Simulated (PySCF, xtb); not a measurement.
germanium monoxide (GeO), SMILES [Ge]=[O] (connectivity only; charge and spin as stated), neutral, multiplicity 1.

GFN2-xTB (xtb) at its own geometry gives an orbital gap of 4.78 eV and a dipole moment of 4.56 D.

The structure is a stationary point at r2SCAN-D4/def2-TZVPD.

What does CAM-B3LYP/def2-TZVPD (PySCF) give? (Estimate from the structure and the level; the computed values follow.)

gap 8.83 eV (levels -9.96 and -1.13 eV), dipole 3.65 D.
